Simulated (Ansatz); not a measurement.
Cost and result for the atomization energy of C$_{4}$H$_{5}$F$_{3}$, SMILES `C/C=C(\F)C(F)F` (12 atoms, 11 bonds).

```json
{"atom": "C1", "x (Å)": "-1.371", "y (Å)": "0.937", "z (Å)": "-1.059"}
{"atom": "C2", "x (Å)": "-0.645", "y (Å)": "-0.075", "z (Å)": "-0.248"}
{"atom": "C3", "x (Å)": "0.591", "y (Å)": "0.051", "z (Å)": "0.196"}
{"atom": "F4", "x (Å)": "1.341", "y (Å)": "1.136", "z (Å)": "-0.055"}
{"atom": "C5", "x (Å)": "1.361", "y (Å)": "-0.940", "z (Å)": "1.008"}
{"atom": "F6", "x (Å)": "1.614", "y (Å)": "-0.434", "z (Å)": "2.243"}
{"atom": "F7", "x (Å)": "0.653", "y (Å)": "-2.079", "z (Å)": "1.166"}
{"atom": "H8", "x (Å)": "-1.689", "y (Å)": "0.510", "z (Å)": "-2.014"}
{"atom": "H9", "x (Å)": "-2.277", "y (Å)": "1.264", "z (Å)": "-0.540"}
{"atom": "H10", "x (Å)": "-0.754", "y (Å)": "1.813", "z (Å)": "-1.259"}
{"atom": "H11", "x (Å)": "-1.149", "y (Å)": "-0.999", "z (Å)": "0.013"}
{"atom": "H12", "x (Å)": "2.326", "y (Å)": "-1.185", "z (Å)": "0.550"}
```

The species carries charge 0 and has multiplicity 1. The structure was optimised at the PBE0-D4/def2-TZVP level. It is one conformer, not always the lowest. Program: Ansatz. All runs use 4 threads of an Intel Xeon Platinum 8488C on a shared host. Times are those of one run each, without the atoms' runs, and a repeat can differ threefold. Electronic energies, without spin–orbit coupling; frozen cores. CCSD(T)/CBS adds CCSD(T) − MP2 in def2-TZVPP to the MP2 limit, and its time is that of the two runs behind it. T1 = 0.012. HSE06 is the plane-wave form, built on full-range PBE exchange.

CCSD(T)/CBS is a level of theory with its own doubt, some kJ/mol a heavy atom from the limit and from the frozen cores, so smaller differences don't rank the functionals.

| level | functions | wall time | atomization (kcal/mol) | difference from CCSD(T)/CBS | per bond |
| --- | --- | --- | --- | --- | --- |
| BLYP-D4/def2-TZVPP | 287 | 2.3 s | 1192.6 | 6.1 | 0.6 |
| PBE0-D4/def2-TZVPP | 287 | 2.6 s | 1199.7 | 13.2 | 1.2 |
| PBE-D4/def2-TZVPP (with forces) | 287 | 2.8 s | 1232.7 | 46.2 | 4.2 |
| BHLYP-D4/def2-TZVPP | 287 | 3.2 s | 1140.1 | -46.4 | -4.2 |
| HSE06-D4/def2-TZVPP | 287 | 3.9 s | 1200.8 | 14.3 | 1.3 |
| r2SCANh-D4/def2-TZVPP | 287 | 3.9 s | 1184.9 | -1.6 | -0.1 |
| B97M-V/def2-TZVPP | 287 | 6.5 s | 1190.3 | 3.8 | 0.3 |
| B2PLYP/def2-TZVPP | 287 | 6.5 s | 1177.2 | -9.3 | -0.8 |
| PBE-QIDH/def2-TZVPP | 287 | 6.5 s | 1185.3 | -1.2 | -0.1 |
| CCSD(T)/def2-SVP | 123 | 13 s | 1138.2 | -48.3 | -4.4 |
| MP2/def2-QZVPP | 549 | 24 s | 1207.8 | 21.3 | 1.9 |
| CCSD(T)/def2-TZVPP | 287 | 5.3 min | 1157.3 | -29.2 | -2.7 |
| CCSD(T)/CBS(def2) | – | 5.7 min | 1186.5 | 0.0 | 0.0 |

In def2-TZVPP, CCSD(T) changes the Hartree–Fock value by +302.3 kcal/mol (the triples alone add +21.0 kcal/mol) and MP2 by +335.6 kcal/mol; breaking electron pairs costs correlation energy, which Hartree–Fock lacks. From r2SCAN to r2SCAN0 (25 % exact exchange), in def2-TZVPP and without D4, the atomization energy moves by −26.2 kcal/mol: exact exchange takes away binding that semilocal exchange gives to molecules. At CCSD(T), def2-SVP lies −48.3 kcal/mol from the extrapolated value and def2-TZVPP −29.2 kcal/mol: correlation converges slowly with the basis, and small sets miss more of it in the bonded molecule than in its fragments.
